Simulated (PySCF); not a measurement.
**Si4H11N3**

Si4H11N3 is a molecule, neutral, singlet. The structure, one conformer, was relaxed in the gas phase by PBE0-D3(BJ)/def2-SVP. No frequency run checks that it is a minimum.

SMILES: [SiH3][SiH]1N[SiH2]N[SiH2]N1

| atom | x (Å) | y (Å) | z (Å) |
| --- | --- | --- | --- |
| N1 | 1.174 | -1.271 | 0.321 |
| Si2 | -0.293 | -1.724 | 1.131 |
| N3 | -1.482 | -0.589 | 0.545 |
| Si4 | -1.754 | -0.012 | -1.079 |
| N5 | -0.160 | 0.275 | -1.706 |
| Si6 | 1.236 | 0.183 | -0.653 |
| Si7 | 1.309 | 2.068 | 0.741 |
| H8 | 1.910 | -1.960 | 0.196 |
| H9 | -0.281 | -1.572 | 2.620 |
| H10 | -0.589 | -3.161 | 0.828 |
| H11 | -2.076 | -0.176 | 1.258 |
| H12 | -2.623 | 1.199 | -0.943 |
| H13 | -2.459 | -0.973 | -1.986 |
| H14 | -0.004 | 0.245 | -2.709 |
| H15 | 2.457 | 0.107 | -1.515 |
| H16 | 0.080 | 2.123 | 1.594 |
| H17 | 1.378 | 3.335 | -0.056 |
| H18 | 2.500 | 2.026 | 1.649 |

Shieldings: GIAO PBE0/pcSseg-1. Shifts are against computed references at the same level: H TMS (σ 31.27 ppm), Si TMS (σ 352.0 ppm). Core levels by delta-SCF with SCAN, pcX-2 on the ionised atom and pcseg-1 elsewhere, spin-free X2C (2p3/2 is the spin-free 2p value less a third of a first-order spin-orbit splitting); from the vacuum level, for chosen atoms.

Give the NMR and core-level values of the distinct atoms.


```tsv
atoms	bonded to	σ (ppm)	δ (ppm)	core level (eV)
N1 N5	2 Si + 1 H	221.3	-	1s 403.82
Si2 Si4	2 N + 2 H	384.9	-32.9	2p3/2 107.05
N3	2 Si + 1 H	232.7	-	1s 404.09
Si6	2 N + 1 Si + 1 H	374.7	-22.7	2p3/2 106.72
Si7	1 Si + 3 H	458.9	-106.9	2p3/2 106.05
H8 H14	1 N	30.40	0.87	-
H9 H12	1 Si	26.00	5.26	-
H10 H13	1 Si	25.87	5.40	-
H11	1 N	30.48	0.78	-
H15	1 Si	26.05	5.22	-
H16 H17 H18	1 Si	27.72	3.55	-
```

Values are those of this one static structure, with the three H of a rotating XH3 group averaged; atoms that internal rotation interchanges would show their mean in an NMR spectrum.

Which of Si2, Si6, Si7 holds its core electrons tightest, and by how much against the loosest?

Si2 (bonded to 2 N + 2 H), by 1.00 eV over Si7 (bonded to 1 Si + 3 H).

By CAM-B3LYP/def2-SVPD (TDDFT singlets, Tamm-Dancoff triplets, ionisation by delta-SCF), where does absorption start, and what does vertical ionisation take?

The lowest singlet lies at 6.27 eV (f 0.024), the strongest of the first 6 at 6.75 eV (f 0.027), the lowest triplet at 5.69 eV; vertical ionisation takes 8.93 eV.

The 3 runs behind this took 10 min in all, one thread each of Intel Xeon Platinum 8375C on a shared host, launched as `OMP_NUM_THREADS=1 python cluster_run.py task.json out`.
